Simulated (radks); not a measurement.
Spherical jellium clusters: N electrons in a uniform positive sphere of charge N and radius rs N^(1/3), rs = 2.15 bohr. Method: non-relativistic Kohn-Sham, LDA (Slater exchange, Perdew-Wang correlation), spin-polarised, spherical densities; computed with a radial shooting solver with Libxc functionals. Levels are named by radial order and angular momentum (1s, 1p, 1d, 2s, ...), and open shells are averaged over m.

N = 24, configuration 1s2 1p6 1d10 2s2 1f(up 4, down 0). This is the lowest configuration that the search found. Occupied and some empty levels:

| level | occupation | eigenvalue (eV) | <r> (bohr) |
|---|---|---|---|
| 1s up | 1 | -11.791 | 3.714 |
| 1s down | 1 | -11.544 | 3.619 |
| 1p up | 3 | -9.2397 | 4.550 |
| 1p down | 3 | -8.8600 | 4.493 |
| 1d up | 5 | -6.2354 | 5.212 |
| 1d down | 5 | -5.7825 | 5.192 |
| 2s up | 1 | -5.3238 | 4.713 |
| 2s down | 1 | -5.0322 | 4.758 |
| 1f up | 4 | -2.9626 | 5.924 |
| 1f down | 0 | -2.4925 | 5.966 |
| 2p up | 0 | -2.2469 | 6.410 |
| 2p down | 0 | -1.9817 | 6.539 |
| 2d up | 0 | -0.20901 | 10.17 |
| 2d down | 0 | -0.068324 | 11.17 |

Energy (eV): total -10.7582, kinetic 126.88, external -2920.3, Hartree 1411.0, exchange-correlation -144.82, background 1516.4.
